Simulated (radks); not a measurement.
Values are calculated unless marked as measured or tabulated.
Question: Ionisation of the iron ion Fe12+, [Ne] 3s2 3p2, to Fe13+, [Ne] 3s2 3p1, under several functionals. Non-relativistic Kohn-Sham, spin-polarised, spherical densities, point nucleus; open shells are filled with parallel spins first; a radial shooting solver on a logarithmic mesh with Libxc functionals. The NIST Atomic Spectra Database gives 361 eV (semi-empirical). Rank these functionals by the error of their Delta-SCF ionisation energy: exchange-only LDA; revPBE; Wu-Cohen GGA; r2SCAN; SOGGA; LDA (Slater exchange, VWN5 correlation); PBEsol; PBE; MS2 meta-GGA.

Answer: From best to worst: r2SCAN 359.23 eV (-1.8); Wu-Cohen GGA 358.99 eV (-2.0); MS2 meta-GGA 358.93 eV (-2.1); PBE 358.91 eV (-2.1); revPBE 358.91 eV (-2.1); LDA (Slater exchange, VWN5 correlation) 358.85 eV (-2.1); PBEsol 358.76 eV (-2.2); SOGGA 358.61 eV (-2.4); exchange-only LDA 357.07 eV (-3.9). Open shells are spherical and high-spin; term and fine-structure splittings are not resolved.
